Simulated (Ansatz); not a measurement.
These are PBE0-D4/def2-SVP run with Ansatz (a quantum-chemistry and plane-wave program) values and carry that method's errors. No frequencies were computed at this level.

Ansatz 0.2 input:
```yaml
crystal:
  periodic: [false, false, false]
  atoms:
    - { symbol: C, position_ang: [1.729922, 0.973693, -0.060554] }
    - { symbol: N, position_ang: [1.218479, -0.372333, 0.039506] }
    - { symbol: C, position_ang: [2.279131, -1.315639, 0.30424] }
    - { symbol: B, position_ang: [-0.116358, -0.800458, -0.110929] }
    - { symbol: N, position_ang: [-1.271554, 0.007411, -0.089671] }
    - { symbol: C, position_ang: [-1.3898, 1.365529, 0.384534] }
    - { symbol: C, position_ang: [-2.542535, -0.495673, -0.55497] }
    - { symbol: H, position_ang: [1.987165, 1.391356, 0.922414] }
    - { symbol: H, position_ang: [1.007954, 1.621073, -0.547767] }
    - { symbol: H, position_ang: [2.643741, 0.973878, -0.66629] }
    - { symbol: H, position_ang: [1.879063, -2.324333, 0.348178] }
    - { symbol: H, position_ang: [2.765877, -1.092919, 1.261701] }
    - { symbol: H, position_ang: [3.045474, -1.274501, -0.479688] }
    - { symbol: H, position_ang: [-0.284187, -1.955055, -0.271216] }
    - { symbol: H, position_ang: [-2.289572, 1.459946, 1.003721] }
    - { symbol: H, position_ang: [-0.534854, 1.631464, 0.997733] }
    - { symbol: H, position_ang: [-1.482262, 2.084196, -0.441175] }
    - { symbol: H, position_ang: [-3.296618, -0.452308, 0.240669] }
    - { symbol: H, position_ang: [-2.438991, -1.526302, -0.881499] }
    - { symbol: H, position_ang: [-2.910073, 0.100978, -1.398939] }
basis:
  gaussian: { orbitals: def2-svp }
hamiltonian:
  xc: pbe0
  dispersion: d4
relax:
  max_steps: 150
```

Output:

```
Functional definition: PBE0
1868 factors; integrals over basis functions are off by at most 3.8e-4 eV
mean field evaluation 1: about -7992.7548 eV, gradient 6.2e1 eV
mean field evaluation 2: about -7989.1153 eV, gradient 7.4e1 eV
mean field evaluation 4: about -8002.2483 eV, gradient 2.6e0 eV
mean field evaluation 8: about -8002.3314 eV, gradient 7.6e-2 eV
mean field evaluation 16: about -8002.3314 eV, gradient 8.2e-5 eV
mean field -8002.33137097 eV, -294.0802537082 hartree, gradient 8.2e-5 eV, S^2 0.000000; 0 other end points of the search recorded, 0 dependent functions left out
reference -8002.33140203 eV, -294.0802548497 hartree; 28, 28 occupied and 135, 135 virtual orbitals, 1868 factors
relax step   1: F+E_penalty+E_count = -8002.69193955 eV  Δ(F+E_penalty+E_count) = +0.000e0 eV  max|allowed force component| = 9.155e-1 eV/Å  Δτ_max = 0.0000 Å  (25 SCF iters, accepted)
these checks for a lower state are left out or cut short: starts, cluster_reference, orbital_swaps, neighbouring_geometries, increment
1868 factors; integrals over basis functions are off by at most 4.3e-4 eV
mean field -8002.38725235 eV, -294.0823073109 hartree, gradient 2.1e-5 eV, S^2 0.000000; 0 other end points of the search recorded, 0 dependent functions left out
reference -8002.38728344 eV, -294.0823084535 hartree; 28, 28 occupied and 135, 135 virtual orbitals, 1868 factors
relax step   2: F+E_penalty+E_count = -8002.74696479 eV  Δ(F+E_penalty+E_count) = -5.503e-2 eV  max|allowed force component| = 3.008e-1 eV/Å  Δτ_max = 0.0391 Å  (28 SCF iters, accepted)
these checks for a lower state are left out or cut short: starts, cluster_reference, orbital_swaps, neighbouring_geometries, increment
1868 factors; integrals over basis functions are off by at most 4.6e-4 eV
mean field -8002.39512675 eV, -294.0825966899 hartree, gradient 2.4e-5 eV, S^2 0.000000; 0 other end points of the search recorded, 0 dependent functions left out
reference -8002.39515786 eV, -294.0825978329 hartree; 28, 28 occupied and 135, 135 virtual orbitals, 1868 factors
relax step   3: F+E_penalty+E_count = -8002.75362518 eV  Δ(F+E_penalty+E_count) = -6.660e-3 eV  max|allowed force component| = 4.057e-2 eV/Å  Δτ_max = 0.0367 Å  (29 SCF iters, accepted)
these checks for a lower state are left out or cut short: starts, cluster_reference, orbital_swaps, neighbouring_geometries, increment
1868 factors; integrals over basis functions are off by at most 4.6e-4 eV
mean field evaluation 32: about -8002.3271 eV, gradient 2.3e-3 eV
mean field -8002.39532359 eV, -294.0826039234 hartree, gradient 2.1e-5 eV, S^2 0.000000; 0 other end points of the search recorded, 0 dependent functions left out
reference -8002.39535462 eV, -294.0826050638 hartree; 28, 28 occupied and 135, 135 virtual orbitals, 1868 factors
relax step   4: F+E_penalty+E_count = -8002.75449130 eV  Δ(F+E_penalty+E_count) = -8.661e-4 eV  max|allowed force component| = 3.029e-2 eV/Å  Δτ_max = 0.0247 Å  (29 SCF iters, accepted)
these checks for a lower state are left out or cut short: starts, cluster_reference, orbital_swaps, neighbouring_geometries, increment
1868 factors; integrals over basis functions are off by at most 4.6e-4 eV
mean field -8002.39558327 eV, -294.0826134665 hartree, gradient 2.1e-5 eV, S^2 0.000000; 0 other end points of the search recorded, 0 dependent functions left out
reference -8002.39561429 eV, -294.0826146066 hartree; 28, 28 occupied and 135, 135 virtual orbitals, 1868 factors
relax step   5: F+E_penalty+E_count = -8002.75472944 eV  Δ(F+E_penalty+E_count) = -2.381e-4 eV  max|allowed force component| = 8.607e-3 eV/Å  Δτ_max = 0.0062 Å  (21 SCF iters, accepted)
these checks for a lower state are left out or cut short: starts, cluster_reference, orbital_swaps, neighbouring_geometries, increment
1868 factors; integrals over basis functions are off by at most 4.5e-4 eV
mean field -8002.39573768 eV, -294.0826191410 hartree, gradient 1.1e-5 eV, S^2 0.000000; 0 other end points of the search recorded, 0 dependent functions left out
reference -8002.39576868 eV, -294.0826202803 hartree; 28, 28 occupied and 135, 135 virtual orbitals, 1868 factors
relax step   6: F+E_penalty+E_count = -8002.75490637 eV  Δ(F+E_penalty+E_count) = -1.769e-4 eV  max|allowed force component| = 8.937e-3 eV/Å  Δτ_max = 0.0107 Å  (23 SCF iters, accepted)
1868 factors; integrals over basis functions are off by at most 4.5e-4 eV
mean field evaluation 64: about -8002.3957 eV, gradient 3.9e-4 eV
mean field -8002.39573768 eV, -294.0826191410 hartree, gradient 1.1e-5 eV, S^2 0.000000; 1 other end points of the search recorded, 0 dependent functions left out
reference -8002.39576868 eV, -294.0826202803 hartree; 28, 28 occupied and 135, 135 virtual orbitals, 1868 factors
Total energy: -8002.75493737 eV, -294.0958194863 hartree
Atom 0 at     1.735544     0.984643    -0.071984 Å, force     0.002386     0.004972     0.000439 eV/Å
Atom 1 at     1.234081    -0.359101     0.047052 Å, force    -0.002897    -0.000463    -0.000905 eV/Å
Atom 2 at     2.267368    -1.327118     0.312621 Å, force     0.004497     0.000574     0.001047 eV/Å
Atom 3 at    -0.113903    -0.783459    -0.108500 Å, force     0.000157     0.001222     0.000167 eV/Å
Atom 4 at    -1.282483     0.026187    -0.093155 Å, force     0.002651    -0.001526     0.000623 eV/Å
Atom 5 at    -1.392601     1.374244     0.398676 Å, force    -0.000887     0.005383     0.001003 eV/Å
Atom 6 at    -2.534059    -0.507289    -0.566679 Å, force    -0.004140     0.002050    -0.000678 eV/Å
Atom 7 at     2.028782     1.427963     0.900407 Å, force     0.000524     0.000780     0.001529 eV/Å
Atom 8 at     0.998070     1.645814    -0.542195 Å, force    -0.006008     0.003063    -0.001240 eV/Å
Atom 9 at     2.637710     0.997579    -0.711138 Å, force     0.001655    -0.001288    -0.002928 eV/Å
Atom 10 at     1.844541    -2.340026     0.315639 Å, force    -0.002345    -0.004151    -0.000251 eV/Å
Atom 11 at     2.749241    -1.159126     1.295219 Å, force     0.000513    -0.000563     0.003431 eV/Å
Atom 12 at     3.067816    -1.286542    -0.451176 Å, force     0.001600     0.001008    -0.000381 eV/Å
Atom 13 at    -0.287027    -1.974259    -0.273414 Å, force    -0.001300    -0.008937    -0.001239 eV/Å
Atom 14 at    -2.279221     1.468152     1.052644 Å, force    -0.002070    -0.001506     0.002542 eV/Å
Atom 15 at    -0.518490     1.652857     0.999022 Å, force     0.006579     0.000822     0.001788 eV/Å
Atom 16 at    -1.512396     2.124061    -0.408473 Å, force    -0.000224     0.001282    -0.001259 eV/Å
Atom 17 at    -3.320217    -0.449477     0.210730 Å, force    -0.001257     0.001278     0.000698 eV/Å
Atom 18 at    -2.411406    -1.559069    -0.855620 Å, force     0.001079    -0.004550    -0.000955 eV/Å
Atom 19 at    -2.911348     0.043969    -1.449679 Å, force    -0.000514     0.000548    -0.003432 eV/Å
Dipole moment:     0.034468     0.237057     0.032829 e Å
```

Cost: very roughly 90 core-seconds.
